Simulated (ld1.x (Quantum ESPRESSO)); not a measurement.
**Cutoff test, B, RRKJ**

- Element: boron (B)
- Generator: ld1.x (Quantum ESPRESSO) 7.5
- Type: norm-conserving RRKJ (Kleinman–Bylander form)
- Functional: revPBE
- Relativity: scalar-relativistic
- Frozen core: [He]
- Valence charge: 3
- Reference configuration: 2s2 2p1
- Partial waves: 2p (bound): rc 1.85 bohr; 3d channel at 0.45 Ry: rc 1.80 bohr; 2s (bound): rc 1.05 bohr
- Local potential: the s channel
- Core correction: none

The pseudo-atom Hamiltonian at the reference potential is diagonalised in spherical Bessel functions j_l(qr) that vanish at 20 bohr, with q² up to the cutoff. All-electron valence levels (Ry): 2p -0.2622, 2s -0.6956.

Problem. How do the lowest levels (Ry) of each channel move with the cutoff, and are there ghosts?

Solution.

```tsv
cutoff (Ry)	p #1	d #1	d #2	s #1	f #1	f #2	Σ f·Δε (mRy)
8	-0.1848	0.0618	0.1557	-0.6499	0.1103	0.2386	169.0
15	-0.2429	0.0618	0.1557	-0.6799	0.1103	0.2386	50.8
25	-0.2608	0.0618	0.1557	-0.6887	0.1103	0.2386	15.4
40	-0.2622	0.0618	0.1557	-0.6903	0.1103	0.2386	10.8
50	-0.2622	0.0618	0.1557	-0.6928	0.1103	0.2386	5.7
70	-0.2622	0.0618	0.1557	-0.6949	0.1103	0.2386	1.4
100	-0.2622	0.0618	0.1557	-0.6951	0.1103	0.2386	1.0
140	-0.2622	0.0618	0.1557	-0.6956	0.1103	0.2386	0.2
400	-0.2622	0.0618	0.1557	-0.6956	0.1103	0.2386	0.0
```

Result: no extra level below or beside the all-electron valence levels (p, d, s, f tested); 10 mRy is reached at 45 Ry and 1 mRy at 110 Ry.
